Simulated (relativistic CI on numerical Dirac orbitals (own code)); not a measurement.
d1 to d9 in one octahedral field

Computed with a parametric ligand-field model without spin-orbit coupling, by exact diagonalisation: B = 740, C = 3020, 10Dq = 25600 cm⁻¹ (Oh; |10Dq|/B = 34.6) for every shell. Energies in cm⁻¹; the field energy is (0.6 n_e − 0.4 n_t2) × 10Dq of the ground term; g labels are left out.

| Shell | Ground term | Electrons in e | Field energy | First spin-allowed bands | Lowest term of other spin |
| --- | --- | --- | --- | --- | --- |
| d1 | 2T2 | 0.000 | -10240 | 2E 25600 |  |
| d2 | 3T1 | 0.018 | -20021 | 3T2 23980, 3T1 33460 | 1T2 10818 |
| d3 | 4A2 | 0.000 | -30720 | 4T2 25600, 4T1 33491 | 2E 14691 |
| d4 | 3T1 | 0.027 | -40272 | 3E 22872, 3T1 23628 | 5E 7036 |
| d5 | 2T2 | 0.049 | -49954 | 2A2 21927, 2T1 22191 | 4T1 11348 |
| d6 | 1A1 | 0.036 | -60523 | 1T1 23592, 1T2 33474 | 3T1 17102 |
| d7 | 2E | 1.026 | -45419 | 2T1 23415, 2T2 24091 | 4T1 10892 |
| d8 | 3A2 | 2.000 | -30720 | 3T2 25600, 3T1 33491 | 1E 11834 |
| d9 | 2E | 3.000 | -15360 | 2T2 25600 |  |

Low spin: d4, d5, d6, d7; the other shells keep the spin of the free ion. Only d4 to d7 can choose; the field needed to pair spins is smallest for d6 and largest for d5, which loses most exchange energy. In the strong-field picture 10Dq must exceed about 6B + 5C = 19540 (d4), 7.5B + 5C = 20650 (d5), 2.5B + 4C = 13930 (d6) and 4B + 4C = 15040 (d7); mixing of terms shifts these bounds somewhat.
